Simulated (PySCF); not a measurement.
Fill in the blanks.

C5H13NSi2.
SMILES: `C=C/C=C\CN([SiH3])[SiH3]`

Conformer (atom-mapped SMILES and torsion angles): `[CH2:1]=[CH:2]/[CH:3]=[CH:4]\[CH2:5][N:6]([SiH3:7])[SiH3:8]`: C1–C2–C3–C4 179°, C3–C4–C5–N6 104°, C4–C5–N6–Si7 79°.

```tsv
property	level	value
point group of the GFN2-xTB geometry	GFN2-xTB	?
rotational constants A, B, C of the GFN2-xTB geometry	GFN2-xTB	2.494, 0.754, 0.628 GHz
dipole moment	PBE0/pcSseg-1	?
HOMO energy	PBE0/pcSseg-1	?
LUMO energy	PBE0/pcSseg-1	-0.93 eV
13C chemical shifts (computed TMS as zero) by class	GIAO PBE0/pcSseg-1	?
1H chemical shifts (computed TMS as zero) by class	GIAO PBE0/pcSseg-1	7.12 (1 H), 6.41 (1 H), 5.92 (1 H), 5.61 (1 H), 5.55 (1 H), 4.70 (6 H), 3.72 (2 H) ppm
isotropic shieldings of nuclei other than C and H, by class	GIAO PBE0/pcSseg-1	?
```

Gas-phase values; electronic properties from PySCF, density fitting. One conformer (not necessarily the lowest) at the GFN2-xTB geometry, without solvent or vibrations. NMR classes are plain means over equivalent atoms (diastereotopic ones count apart unless rotation or inversion swaps them), as if these changed places fast; in this geometry the members of some classes differ.

(1) Give the dipole moment.

(2) What is the point group of the GFN2-xTB geometry?

(3) Give the 13C chemical shifts (computed TMS as zero) by class.

(4) Give the isotropic shieldings of nuclei other than C and H, by class.

(5) What is the HOMO energy?

Results:

(1) 0.50 D.

(2) C1.

(3) 139.1 (1 C), 138.3 (1 C), 136.2 (1 C), 126.1 (1 C), 50.8 (1 C) ppm.

(4) 250 (1 N), 396 (2 Si) ppm.

(5) -6.62 eV.

The dipole equals about 1.7 × 10⁻³⁰ C·m (1 D = 3.33564 × 10⁻³⁰ C·m). With B = h/(8π²I), that is 505.379 GHz u Å² over I, the principal moments of inertia are 202.7, 670.1 and 805.0 u Å² (most abundant isotopes). The rotational constants make it an asymmetric top with κ = (2B − A − C)/(A − C) = -0.86, nearer the prolate limit (−1).
